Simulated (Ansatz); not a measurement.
Geometry optimisation, UKS PBE0-D4/def2-SVP (Ansatz).

input.yaml

```yaml
crystal:
  periodic: [false, false, false]
  atoms:
    - { symbol: Al, position_ang: [-0.5584, -0.3664, -0.4922] }
    - { symbol: Br, position_ang: [2.2228, -0.3599, -0.0703] }
    - { symbol: H, position_ang: [-0.8621, 0.2585, -1.8574] }
    - { symbol: H, position_ang: [-1.2105, -1.6762, -0.0389] }
    - { symbol: H, position_ang: [0.9996, 0.7817, 1.007] }
    - { symbol: Cl, position_ang: [-0.5913, 1.3623, 1.4519] }
magnetization:
  spin_polarized: true
basis:
  gaussian: { orbitals: def2-SVP }
hamiltonian:
  xc: pbe0
  dispersion: d4
relax:
  f_tol: 0.15
  max_steps: 25
  restrain:
    - { distance: [0, 5], at: 3.53, k: 30.0 }
    - { distance: [4, 1], at: 2.81, k: 30.0 }
    - { distance: [0, 1], at: 2.41, k: 30.0 }
    - { distance: [4, 5], at: 1.33, k: 30.0 }
output:
  orbitals: {}
```

Command:

```bash
$ ansatz run input.yaml --threads 2 --pin off --max-ram 3072MiB --backend cpu --events-out ev --progress --plain --runs-dir out
```

Where does it end, and by what steps?

It converged. The restraints hold the end off the free minimum. After 7 steps the energy has fallen by 0.880 eV (the restraints' own energy left out); H5 moved furthest, 0.72 Å. Joined: H5–Cl6 (1.75 → 1.31 Å).

```csv
step,energy less start (eV),largest force component (eV/Å),accepted
0,0.0000,2.303,yes
1,-0.0453,2.523,yes
2,-0.5131,2.096,yes
3,-0.7956,1.335,yes
4,-0.8704,0.971,yes
5,-0.8831,0.934,yes
6,-0.8779,0.945,yes
7,-0.8805,0.943,yes
```

```xyz
6
Properties=species:S:1:pos:R:3
Al -0.355 -0.719 -0.857
Br 1.952 -0.560 -0.302
H -0.850 0.227 -2.014
H -1.165 -1.843 -0.107
H 0.824 1.249 1.528
Cl -0.406 1.646 1.752
```

Run time: 14 s on 2 threads of INTEL(R) XEON(R) PLATINUM 8581C CPU @ 2.30GHz (Emerald Rapids), on a shared host, peak memory 0.27 GiB.
